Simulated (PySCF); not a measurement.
**Electron correlation in Zr²⁺ (zirconium, charge +2)**

Starting occupation: [Kr] 4d2, 4d5/2 with m_j = +3/2, +5/2. Calculation: PySCF 2.14, in x2c-SVPall-2c with one added diffuse shell each of s, p, d type (7s9p7d1f, 76 functions); X2C-1e with screened-nucleus spin-orbit coupling, Gaussian nucleus. Frozen: [Ar] 3d10; 10 electrons correlated; the 6 highest virtual spinors left out.

MP2 pair energies summed by pair of shells (mhartree):

| pair | energy | share (%) |
| --- | --- | --- |
| 4p-4p | -92.01 | 56.7 |
| 4d-4p | -44.99 | 27.7 |
| 4p-4s | -14.82 | 9.1 |
| 4s-4s | -4.36 | 2.7 |
| 4d-4s | -3.01 | 1.9 |
| 4d-4d | -2.95 | 1.8 |

Total MP2 correlation energy: -162.14 mhartree.

The GHF reference relaxed away from the jj start to a determinant that is no pure jj level (⟨S²⟩ = 2.01, ⟨J²⟩ = 20.01); the energies belong to that determinant.

This basis was not built for core-valence correlation, so the inner-shell part is incomplete.
